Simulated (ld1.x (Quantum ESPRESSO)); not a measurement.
**What one change does to a pseudopotential (silver, TM semilocal)**

silver, norm-conserving Troullier–Martins (semilocal form), made with ld1.x (Quantum ESPRESSO) 7.5 (LDA (PZ), scalar-relativistic). Core [Kr], reference 4d10 5s0.75 5p0.25. Waves: 5s (bound): rc 1.90 bohr; 5p (bound): rc 2.95 bohr; 4d (bound): rc 1.25 bohr. Local part: the d channel. Core correction: a·sin(br)/r model core, default radius (core density twice the valence density).

Change: wave 5p (bound): rc 2.95 bohr becomes 5p (bound): rc 1.94 bohr.

Cutoffs: the cutoffs (Ry, on a coarse ladder) from which the occupation-weighted sum of valence levels, in a spherical-Bessel basis at the reference potential, stays within 10 and 1 mRy of its value at 400 Ry; they do not see the model core or the augmentation charge, which bear on the density cutoff. Errors are all-electron minus pseudo energies relative to the spin-unpolarised reference configuration.

Question: How do hardness, ghosts and transferability respond?

Answer: The potential gets neither clearly harder nor softer (80 Ry and 100 Ry → 80 Ry and 100 Ry); the d channel sets the loose cutoff, while the largest relative change is in p, which becomes harder; of the 9 tests that both files solve, the error grows in 0 and shrinks in 1 by more than 15 % and 0.3 meV (median size 34.1 → 29.9 meV); neither file shows a bound ghost. A semilocal file is local in each channel, so a ghost entry of none says nothing of the separable form that plane-wave codes build from it.

```csv
quantity,base,changed
"cutoff, loose",80 Ry,80 Ry
"cutoff, tight",100 Ry,100 Ry
loose cutoff by channel (10 mRy a level),"s 12 Ry, p 6 Ry, d 60 Ry","s 12 Ry, p 15 Ry, d 60 Ry"
bound ghosts,none,none
"error for 4d10 5s1 5p0, meV [ΔE -0.97 eV]",+0.1,0.0
"error for 4d10 5s0 5p0, meV [ΔE 7.13 eV]",-8.2,-7.5
"error for 4d9 5s0 5p0, meV [ΔE 29.51 eV]",-38,-41
"error for 4d9 5s1 5p1, meV [ΔE 7.60 eV]",-62,-30
"error for 4d8 5s0 5p0, meV [ΔE 65.95 eV]",-261,-268
"error for 4d9 5s1 5p0, meV [ΔE 12.41 eV]",-34,-37
"error for 4d9 5s2 5p0, meV [ΔE 2.99 eV]",-60,-63
"error for 4d10 5s0.75 5p0.25 (spin-polarised), meV [ΔE -0.13 eV]",+0.2,0.0
"error for 4d10 5s1 5p0 (spin-polarised), meV [ΔE -1.12 eV]",+0.1,0.0
```
